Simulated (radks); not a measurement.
The numbers below are computed, except where a source is named.
The thulium ion Tm+ inside a hard spherical wall (all orbitals vanish at R), configuration held at [Xe] 4f13 6s1 and not refilled when levels cross. Level of theory: scalar-relativistic Kohn-Sham, PBEsol, spin-unpolarised, spherical densities, point nucleus (a radial shooting solver on a logarithmic mesh with Libxc functionals). Eigenvalues in eV, with the zero of energy where the potential of the charges vanishes at infinity; a dash marks a level that is unbound or too diffuse for the functional's potential to be trusted. A positive occupied level is held by the wall or, in an anion where self-interaction has pushed it up, behind a barrier. The pressure on the wall is -dE/dV.

R (bohr)  E (hartree)  kinetic (hartree)    e(5s)    e(5p)   e(4f)   e(6s)  e(5d, empty)  e(6p, empty)  pressure (GPa)
free      -13562.9538          14742.951  -60.170  -33.670  -9.806  -9.153        -6.578        -5.462               0
12        -13562.9538          14742.952  -60.168  -33.669  -9.805  -9.152        -6.576        -5.450        0.000322
10        -13562.9536          14742.954  -60.154  -33.655  -9.791  -9.138        -6.561        -5.379         0.00685
8         -13562.9509          14742.978  -60.040  -33.543  -9.679  -9.007        -6.438        -4.969           0.129
7         -13562.9442          14743.024  -59.850  -33.359  -9.492  -8.730        -6.221        -4.306           0.537
5         -13562.8565          14743.450  -58.630  -32.202  -8.235  -5.871        -4.537         0.913            10.8
3.5       -13562.2585          14746.064  -54.567  -28.273  -3.539   8.627         2.180        21.939             202
3         -13561.3770          14749.900  -50.362  -23.821   1.607  25.198         9.359        43.262             721
2.5       -13558.8739          14760.232  -41.111  -13.238  12.754  62.390        25.196        87.788            3130
2         -13550.5830          14791.184  -16.939   15.692  38.442  155.16        65.089        192.29           17400
